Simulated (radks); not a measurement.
The numbers below are computed, except where a source is named.
All-electron atom: the iodine ion I2+ in [Kr] 4d10 5s2 5p3 (the NIST ground configuration). Level of theory: Dirac Kohn-Sham, PBE, spin-unpolarised, spherical densities, finite nucleus; open shells are shared between the two j in proportion to 2j + 1; Fermi nuclear charge, rms radius 4.75 fm (a radial shooting solver on a logarithmic mesh with Libxc functionals).

Spin-orbit splittings of the eigenvalues, e(l+1/2) - e(l-1/2), with zeta = 2 splitting/(2l+1) and mean radii in bohr:

[
 {"shell": "2p", "occ.": "6", "splitting (eV)": "298.7", "zeta (eV)": "199.2", "<r> j=l-1/2": "0.09846", "<r> j=l+1/2": "0.1041"},
 {"shell": "3p", "occ.": "6", "splitting (eV)": "56.22", "zeta (eV)": "37.48", "<r> j=l-1/2": "0.3040", "<r> j=l+1/2": "0.3155"},
 {"shell": "3d", "occ.": "10", "splitting (eV)": "11.82", "zeta (eV)": "4.729", "<r> j=l-1/2": "0.2865", "<r> j=l+1/2": "0.2901"},
 {"shell": "4p", "occ.": "6", "splitting (eV)": "10.95", "zeta (eV)": "7.302", "<r> j=l-1/2": "0.7725", "<r> j=l+1/2": "0.8005"},
 {"shell": "4d", "occ.": "10", "splitting (eV)": "1.721", "zeta (eV)": "0.6884", "<r> j=l-1/2": "0.9119", "<r> j=l+1/2": "0.9231"},
 {"shell": "5p", "occ.": "3", "splitting (eV)": "1.292", "zeta (eV)": "0.8611", "<r> j=l-1/2": "2.154", "<r> j=l+1/2": "2.234"},
 {"shell": "5d", "occ.": "0", "splitting (eV)": "0.1120", "zeta (eV)": "0.04481", "<r> j=l-1/2": "3.295", "<r> j=l+1/2": "3.326"}
]
